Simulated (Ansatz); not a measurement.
System: YF3, charge 0, multiplicity 3. The spin state was set by rule; other spins were not relaxed. 
Structure (B3LYP-D3(BJ)/def2-TZVP (Ansatz, an electronic-structure program) minimum search):
```
Y
F 1 2.0584
F 1 2.0584 2 131.69
F 1 2.1128 2 114.16 3 180.00
```
Charge 0, spin multiplicity 3.

Total electronic energies in hartree. Valence correlation only, unless marked. Open shells are spin-unrestricted. Spin-orbit coupling is left out. Frozen are the shells of the preceding noble gas and the d and f shells that filled before the atom's block. In def2 rows, elements after Kr have scalar-relativistic effective core potentials. STO-3G rows are all-electron and non-relativistic. CBS(X,Y): correlation extrapolated as X^-3; Hartree-Fock from the larger set. [CCSD(T)-MP2]/basis is that difference in the basis named.

The Hartree-Fock reference is unstable (checked in the largest basis), which strains HF and MP2. 

```csv
level,program,energy (Eh)
HF/STO-3G,Ansatz,-3591.69241
PBE/def2-TZVPD,Ansatz,-337.77495
BLYP-D4/def2-TZVPD,Ansatz + dftd4,-338.01598
B3LYP-D3(BJ)/def2-TZVPD,Ansatz + dftd3,-338.04582
PBE0/STO-3G,Ansatz,-3593.83294
PBE0-D3(BJ)/def2-TZVPD,Ansatz + dftd3,-337.72101
BHLYP-D3(BJ)/def2-TZVPD,Ansatz + dftd3,-337.81798
BHLYP/def2-TZVPD,Ansatz,-337.81531
r2SCANh-D4/def2-TZVPD,Ansatz + dftd4,-337.89583
HSE06-D3(BJ)/def2-TZVPD,Ansatz + dftd3,-337.70871
B2GP-PLYP/def2-TZVPD,Ansatz,-337.61892
B2PLYP/def2-TZVPD,Ansatz,-337.70089
PBE-QIDH/def2-TZVPD,Ansatz,-337.53275
CCSD/def2-SVPD,Ansatz,-336.63091
"RI-MP2/CBS(def2-TZVPP,def2-QZVPP)+[CCSD(T)-MP2]/def2-SVP",Ansatz,-337.3228
```

Totals of different functionals don't rank their quality; only differences between species are comparable.
